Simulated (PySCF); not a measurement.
## Correlation energy of Pb⁴⁺ (lead, charge +4)

Starting occupation: [Xe] 4f14 5d10. Computed with PySCF 2.14 in x2c-TZVPall-2c (11s11p9d3f, 110 functions), with X2C-1e with screened-nucleus spin-orbit coupling, Gaussian nucleus. Frozen: [Kr] 4d10 4f14; 18 electrons correlated; the 24 highest virtual spinors left out.

MP2 pair energies summed by pair of shells (mhartree):

```tsv
pair	energy	share (%)
5d3/2-5d5/2	-106.11	30.8
5d5/2-5d5/2	-77.37	22.5
5d3/2-5d3/2	-32.36	9.4
5d5/2-5p3/2	-30.12	8.7
5d3/2-5p3/2	-21.28	6.2
5d5/2-5p1/2	-14.19	4.1
5d5/2-5s1/2	-10.60	3.1
5p3/2-5p3/2	-10.28	3.0
5p1/2-5p3/2	-9.55	2.8
5d3/2-5p1/2	-9.16	2.7
5p3/2-5s1/2	-7.74	2.2
5d3/2-5s1/2	-7.14	2.1
5p1/2-5s1/2	-3.76	1.1
5p1/2-5p1/2	-2.47	0.7
5s1/2-5s1/2	-2.14	0.6
```

Total MP2 correlation energy: -344.25 mhartree.

This basis was not built for core-valence correlation, so the inner-shell part is incomplete.
